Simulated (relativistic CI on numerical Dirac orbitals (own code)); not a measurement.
# Ru⁵⁺ (4d3) in a crystal field

Calculated by Dirac-Coulomb-Breit CI, orbitals from a KLI potential per configuration, a model potential for QED, one configuration in a parametric crystal field, unscaled Slater integrals (own radial code). With so little scaling, terms lie 10 to 35 % too far apart, which can change the order of excited levels.

Field parameters in Wybourne normalisation: D4h B²₀ = −7Ds, B⁴₀ = 21(Dq − Dt), B⁴₄ = 21√(5/14) Dq. The field is a parameter set, without covalency.

S is read from ⟨S²⟩ = S(S + 1).

Levels (cm⁻¹, degeneracy): 0 (2), 0 (2), 16982 (2), 18124 (2), 19622 (2), 19661 (2), 20493 (2), 29636 (2), 30983 (2), 31137 (2), 31504 (2), 31692 (2).

Q: Which field gives this pattern?
A. D4h, 10Dq = 40500, Ds = -890, Dt = -710 cm⁻¹
B. D4h, 10Dq = 31150, Ds = 1960, Dt = -110 cm⁻¹
C. D4h, 10Dq = 40000, Ds = 1460, Dt = 20 cm⁻¹
D. D4h, 10Dq = 28050, Ds = -1100, Dt = 910 cm⁻¹

A: B. D4h, 10Dq = 31150, Ds = 1960, Dt = -110 cm⁻¹, ground level with S = 1.50.
